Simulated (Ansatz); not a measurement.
A run of Ansatz (development build ahead of 0.2.0) on sextet MnSe at this shape:

```json
{"atom": "Mn", "x (Å)": "0.0000", "y (Å)": "0.0000", "z (Å)": "0.0000"}
{"atom": "Se", "x (Å)": "0.0000", "y (Å)": "0.0000", "z (Å)": "2.1900"}
```

Its results:

| Quantity | Value |
| --- | --- |
| Converged | yes |
| Total energy | -3552.65442 hartree |
| Spin squared of the determinant | 8.773 |
| Stability test | minimum |

Problem. Which input gives this output? Name the method, the orbitals and the basis set, and write the input.

Solution. ωB97X (unrestricted) in pcseg-2.

```yaml
crystal:
  periodic: [false, false, false]
  atoms:
    - { symbol: Mn, position_ang: [0.0, 0.0, 0.0] }
    - { symbol: Se, position_ang: [0.0, 0.0, 2.19] }
basis:
  gaussian: { orbitals: pcseg-2 }
magnetization:
  spin_polarized: true
  initial_magnetization: 5
hamiltonian:
  xc: { name: wB97X }
```

Caution: other spin multiplicities were not run.
